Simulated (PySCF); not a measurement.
## Dipole moment and polarisability of `ClC[SiH2]O[SiH2]C1CC1`

Species: C₄H₁₁ClOSi₂.
Cartesian coordinates in Å at the PBE0-D3(BJ)/def2-SVP level; atoms count from 1:
```
atom  x, y, z in Å
Cl1    5.0383   -0.9653   -0.4776
C2     3.3514   -0.8922    0.1236
Si3    2.4605    0.4444   -0.8614
O4     0.9034    0.5210   -0.3155
Si5   -0.6036    1.1949   -0.1441
C6    -1.9309   -0.0559   -0.4755
C7    -3.2711    0.1049    0.2084
C8    -2.3659   -1.0083    0.6122
H9     2.8938   -1.8828   -0.0108
H10    3.3780   -0.6682    1.1998
H11    2.4892    0.0730   -2.3052
H12    3.1620    1.7438   -0.6520
H13   -0.7637    1.6651    1.2669
H14   -0.7226    2.3610   -1.0737
H15   -1.9701   -0.4551   -1.4956
H16   -4.1663   -0.1332   -0.3722
H17   -3.4054    0.9393    0.9048
H18   -1.8728   -0.9459    1.5877
H19   -2.6308   -2.0268    0.3159
```

Level: CAM-B3LYP/def2-SVPD (PySCF), static field, nuclei fixed, core orbitals frozen in the response. The polarisability tensor in these axes (au):

```
x   137.76  -3.03  -6.23
y    -3.03 105.72  -3.36
z    -6.23  -3.36  99.42
```

Question: Give the principal values, the mean and the anisotropy Δα = √{½[(α1 − α2)² + (α2 − α3)² + (α1 − α3)²]}.

Answer: Principal values 96.80, 107.17 and 138.94 au; mean 114.30 au = 16.94 Å³ = 18.85 × 10⁻⁴⁰ C²·m²/J; Δα = 38.03 au (33 % of the mean).

Question: What is the dipole moment, and where does it point?

Answer: (-2.49, -0.40, 0.48) D, 2.57 D in size, pointing from the negative to the positive side. Measured along this direction, the outermost atoms are Cl1 at the negative end and H16 at the positive end.

Question: What depolarisation ratio follows for Rayleigh scattering of linearly polarised light, taking the static tensor?

Answer: ρ = 3Δα²/(45ᾱ² + 4Δα²) = 4339.0/(587925 + 5785.3) = 0.00731.

Question: Molar refractivity from α?

Answer: Lorentz–Lorenz: R = (4π/3)N_A α = 2.5225 cm³/(mol·Å³) × 16.94 Å³ = 42.7 cm³/mol, in the limit of long wavelengths.

Question: How large is μ²/3kT at 298 K beside α?

Answer: In Gaussian units μ²/3kT = 53.34 Å³ against 16.94 Å³, a ratio of 3.15; the Debye molar polarisation (4π/3)N_A(α + μ²/3kT) is 177.3 cm³/mol, leaving out the vibrational part.

The structure is a single PBE0-D3(BJ)/def2-SVP conformer in the gas phase; no vibrational or solvent corrections.

These values come from a run that also computed excited states. Hardware: Arm Neoverse N1, one thread, on a shared host. Cost: 20 min of wall time (grids of density and orbitals included), 1.4 GiB resident at most.
